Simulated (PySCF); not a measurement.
## EPR parameters of C6H7FNO

Compound: C6H7FNO (doublet state).
Geometry (GFN2-xTB, Å), atoms numbered from 1 in this order:
```
atom  x, y, z in Å
C1     2.667   -0.275   -0.207
C2     1.226   -0.577   -0.087
C3     0.256    0.411   -0.031
N4     0.531    1.723   -0.080
O5    -0.638    2.390    0.002
C6    -1.651    1.517    0.102
C7    -1.179    0.245    0.088
C8    -1.927   -1.035    0.172
F9    -3.278   -0.809    0.248
H10    3.212   -0.675    0.651
H11    2.819    0.798   -0.266
H12    3.084   -0.755   -1.095
H13    0.916   -1.609   -0.036
H14   -2.642    1.917    0.177
H15   -1.646   -1.601    1.070
H16   -1.755   -1.654   -0.718
```

The hyperfine couplings belong to this conformer and change with its torsions.

As a line formula: `c1c(c(no1)[CH]C)CF` [radical].

Method used: UKS B3LYP, pcH-1 on C F H N O, non-relativistic, mean-field spin-orbit, GIAO (PySCF). The structure is a single GFN2-xTB conformer in the gas phase; no vibrational or solvent corrections. A GFN2-xTB geometry isn't a minimum of the functional, and hyperfine couplings can be far from their values at a DFT geometry. Stability of the SCF solution: not tested.

```json
{
  "g1, g2, g3": "2.00209, 2.00360, 2.00439",
  "g_iso": "2.00336",
  "Form of g": "rhombic: the two nearest values differ by 34 % of g3 − g1",
  "⟨S²⟩": "0.7720 (exact 0.7500)",
  "Total energy": "-462.59168 Eh",
  "Basis functions": "295"
}
```

Isotropic coupling and dipolar principal values T1 to T3, in mT; ρ(0) is the spin density at the nucleus (MHz turned into mT with g_iso):

```
atom  isotope  a_iso     T1     T2    T3  Mulliken spin population  ρ(0) (bohr⁻³)
  C1      13C  -0.88  -0.07   0.02  0.05                     -0.06        -0.0218
  C2      13C   2.27  -2.20  -2.15  4.35                      0.77         0.0565
  C3      13C  -1.63  -0.78   0.28  0.50                     -0.18        -0.0407
  N4      14N   0.54  -0.66  -0.62  1.28                      0.35         0.0471
  O5      17O  -0.36  -1.21   0.57  0.64                      0.07         0.0166
  C6      13C  -0.44  -0.49   0.23  0.27                     -0.08        -0.0110
  C7      13C   0.40  -0.27  -0.22  0.49                      0.09         0.0100
  C8      13C  -0.12  -0.02  -0.01  0.03                     -0.01        -0.0030
  F9      19F  -0.03  -0.05  -0.04  0.09                      0.00        -0.0002
 H10       1H   3.09  -0.15  -0.10  0.25                      0.03         0.0194
 H11       1H   0.08  -0.14  -0.06  0.20                      0.00         0.0005
 H12       1H   2.94  -0.15  -0.10  0.25                      0.03         0.0184
 H13       1H  -1.73  -1.04  -0.03  1.06                     -0.04        -0.0108
 H14       1H   0.16  -0.07  -0.03  0.09                      0.00         0.0010
 H15       1H   0.23  -0.06  -0.05  0.11                      0.00         0.0015
 H16       1H   0.23  -0.06  -0.05  0.11                      0.00         0.0014
```

The largest Mulliken spin populations are on C2 (+0.77), N4 (+0.35), C3 (-0.18) and C7 (+0.09). The positive populations add up to 1.36 and the negative ones to -0.36, together 2S = 1. The angles at C2 add up to 360.0°, so it is planar; its axial dipolar tensor and the negative coupling of its proton fit spin in a p orbital normal to that plane.

Axes: g3 points within 15° of the C2–C3 bond.

Under fast tumbling the dipolar parts average out, and these isotropic splittings remain: 3 × 1H (H10/H11/H12, I = 1/2, 4 lines) with 2.03 mT, 1 × 1H (H13, I = 1/2, 2 lines) with 1.73 mT, 1 × 14N (N4, I = 1, 3 lines) with 0.54 mT, 2 × 1H (H15/H16, I = 1/2, 3 lines) with 0.23 mT and 1 × 1H (H14, I = 1/2, 2 lines) with 0.16 mT.

Nuclei that the bonding pattern makes equivalent are averaged, as if the motion that swaps them (rotation, inversion, ring flip) were fast. The three 1H nuclei of mean +57.0 MHz run from 2.1 to 86.7 MHz in the frozen geometry.

The 17O coupling of O5 (-10.0 MHz) shows only in satellite lines or after enrichment, since that isotope makes up about 0.038 % of natural oxygen.

The 13C coupling of C2 (63.5 MHz) shows only in satellite lines or after enrichment, since that isotope makes up about 1.07 % of natural carbon.

β density exceeds α density at some nuclei, such as C3 (-0.0407), C1 (-0.0218) and C6 (-0.0110), spin density in bohr⁻³. In a single determinant that takes different orbitals for the two spins, that is spin polarisation.
